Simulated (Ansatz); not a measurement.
A structure relaxed at PBE/def2-SVP in Ansatz, charge -1, doublet:

```xyz
20

Ca    1.178    3.049   -4.698
Ca   -0.393    2.821   -1.335
Ca    3.417    0.236   -5.597
Ca    3.398    1.161   -1.835
Ca    3.482   -2.602   -3.206
Ca   -2.467    1.906   -4.288
Ca   -2.555   -0.359   -1.121
Ca    0.457   -0.408   -3.353
Ca    0.600   -3.344   -0.686
Ca    4.175   -1.971    0.258
Ca   -4.315    2.931   -0.972
Ca   -2.142    1.971    1.929
Ca    0.843   -0.065    0.546
Ca    0.336    0.528    4.318
Ca    3.652    1.063    2.406
Ca   -5.274    0.127    1.549
Ca   -3.421    0.119    4.962
Ca   -1.905   -1.878    2.258
Ca   -0.886   -2.694    5.804
Ca    1.820   -2.593    3.063
```

(1) Give its formula.

(2) Summarise the bond lengths by kind (pairs closer than 1.2 times the sum of covalent radii, bridged metal pairs left out).

Answers

(1) Ca₂₀⁻.

(2) 64 × Ca–Ca 3.51 to 4.17 Å.

Single mean-field runs in def2-SVP are fitted with def2-universal-jkfit. The charge -1 doublet is spin-contaminated (final ⟨S²⟩ up to 1.50, 0.75 for a pure state).
